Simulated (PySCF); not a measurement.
The scaffold HS-X carries different groups X. Isolated molecules, 0 K electronic values unless said otherwise. One relaxed conformer stands for each flexible species; it need not be the lowest. Strings in code marks are SMILES.

Method: B3LYP-D3(BJ)/def2-TZVP (PySCF). All candidates: neutral, multiplicity 1. B3LYP has the VWN-RPA correlation part, as in Gaussian. Delta-SCF ions had no search for a lower state. Excitations are Tamm–Dancoff values on a coarser integration grid. The basis has no diffuse functions, so Rydberg states are missing or too high.

```yaml
LUMO: -0.10 eV
vertical ionisation energy (Delta-SCF): 10.05 eV
S1 excitation (TDA): 6.02 eV
```

Question: Name which member has these values.
A. `N#CS`
B. `[AlH2][SH]`
C. `OB(O)S`
D. `N#CCS`

Answer: C, `OB(O)S`. The others give `N#CS`: -1.28 eV, 10.76 eV, 5.30 eV; `N#CCS`: -0.82 eV, 10.15 eV, 5.29 eV; `[AlH2][SH]`: -1.61 eV, 10.24 eV, 5.42 eV
